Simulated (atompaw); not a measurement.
## Which change was made? (Br, PAW (atompaw))

* Element: bromine (Br)
* Generator: atompaw 4.2.0.5
* Type: PAW
* Functional: PBE
* Relativity: scalar-relativistic
* Frozen core: [Ar] 3d10
* Valence charge: 7
* Reference configuration: 4s2 4p3 (charge +2)
* Partial waves: 4s (bound): rc 1.30 bohr; 4s channel at -1.95 Ry: rc 1.30 bohr; 4p (bound): rc 1.60 bohr; 4p channel at -1.6 Ry: rc 1.60 bohr
* Local potential: troulliermartins scheme with l = 2 at 0.5 Ry, radius 1.55 bohr
* Core correction: smooth core density matched at 0.95 bohr
* Augmentation charge: besselshape compensation charge, radius 1.55 bohr; PAW radius 1.60 bohr; waves and projectors: custom rrkj gramschmidtortho

Cutoffs, loose and tight: the cutoffs (Ry, on a coarse ladder) from which the occupation-weighted sum of valence levels, in a spherical-Bessel basis at the reference potential, stays within 10 and 1 mRy of its value at 400 Ry. They see the waves, projectors and local potential, not the compensation charge or the core.

The base gives: outcome: generated; cutoff, loose: 25 Ry; cutoff, tight: 45 Ry; bound ghosts: none.

(1) After one change the result is: outcome: generated; cutoff, loose: 25 Ry; cutoff, tight: 45 Ry; bound ghosts: s. Which change was it?
A. local potential troulliermartins scheme with l = 2 at 0.5 Ry, radius 1.36 bohr
B. augmentation besselshape compensation charge, radius 1.55 bohr; PAW radius 1.60 bohr; waves and projectors: custom polynom vanderbiltortho
C. augmentation besselshape compensation charge, radius 1.55 bohr; PAW radius 1.60 bohr; waves and projectors: custom polynom2 7 10 vanderbiltortho
D. wave 4p channel at -1.6 Ry: rc 1.60 bohr becomes 4p channel at -1.6 Ry: rc 1.52 bohr

Results:

(1) A. The others give: augmentation besselshape compensation charge, radius 1.55 bohr; PAW radius 1.60 bohr; waves and projectors: custom polynom vanderbiltortho → outcome: generated; cutoff, loose: 30 Ry; cutoff, tight: 55 Ry; bound ghosts: none | augmentation besselshape compensation charge, radius 1.55 bohr; PAW radius 1.60 bohr; waves and projectors: custom polynom2 7 10 vanderbiltortho → outcome: generated; cutoff, loose: 21 Ry; cutoff, tight: 40 Ry; bound ghosts: none | wave 4p channel at -1.6 Ry: rc 1.60 bohr becomes 4p channel at -1.6 Ry: rc 1.52 bohr → outcome: failed: atompaw: The overlap operator has at least one negative eigenvalue!.
